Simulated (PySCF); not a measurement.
Gas-phase reaction: 3 SnS + 3 SF4 = 3 SnF4 + S6

Energies from PySCF, thermal terms from the rigid-rotor harmonic-oscillator model, ideal gas at 1 bar. S°(298 K) at PBE0/def2-TZVP differs from the NASA 1993 table for SF4 (-5 J/mol/K); whether the harmonic model or the table's entry is off was not settled. † marks an energy on the PBE0/def2-TZVP geometry and frequencies. CCSD(T) freezes the core. All species are closed-shell singlets. Sn: scalar-relativistic def2 core potential, no spin-orbit coupling. CCSD(T) isn't extrapolated to the basis-set limit. The harmonic model lacks anharmonicity and excited electronic states, which grow with temperature; levels with a mode under 35 cm⁻¹ are left out. Warning, large T1 diagnostic: SnS (CCSD(T)/def2-SVP†).

```
level               ΔE electronic, kJ  ΔH°(298 K), kJ  ΔS°(298 K), J/K  ΔG°(800 K), kJ
------------------  -----------------  --------------  ---------------  --------------
BLYP/def2-TZVP†                  -942            -948             -288            -729
CCSD(T)/def2-SVP†               -1277           -1284             -288           -1064
M06-2X/def2-TZVP†               -1264           -1270             -288           -1051
PBE0/def2-QZVP†                 -1067           -1073             -288            -854
r2SCAN/def2-TZVP†               -1064           -1070             -288            -851
LDA/def2-TZVP†                   -872            -878             -288            -659
ωB97X-V/def2-TZVP†              -1164           -1170             -288            -951
```
ΔH° is lowest at CCSD(T)/def2-SVP† and highest at LDA/def2-TZVP†. No reference value is set beside these.
